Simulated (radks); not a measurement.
Results of a calculation; reference values are marked as such.
Mean orbital radii <r> (bohr) of the potassium ion K+, [Ar], of relativity; Dirac values are averaged over j with weights 2j + 1. Spin-unpolarised spherical Kohn-Sham, PBE, point nucleus unless stated (finite: rms radius 3.4349 fm), a radial shooting solver on a logarithmic mesh with Libxc functionals. A level marked "c x" has the speed of light scaled by that factor and shares open shells by 2j + 1; other Dirac levels either fill j = l - 1/2 first or share by 2j + 1.

| shell | non-rel. |
|---|---|
| 1s | 0.08155 |
| 2s | 0.3900 |
| 2p | 0.3513 |
| 3s | 1.273 |
| 3p | 1.427 |

Give the values at the level "Dirac, low j first".

Answer. 
shell  Dirac, low j first  change of magnitude (%)
1s                0.08105                    -0.62
2s                 0.3875                    -0.64
2p                 0.3505                    -0.24
3s                  1.267                    -0.50
3p                  1.426                    -0.07
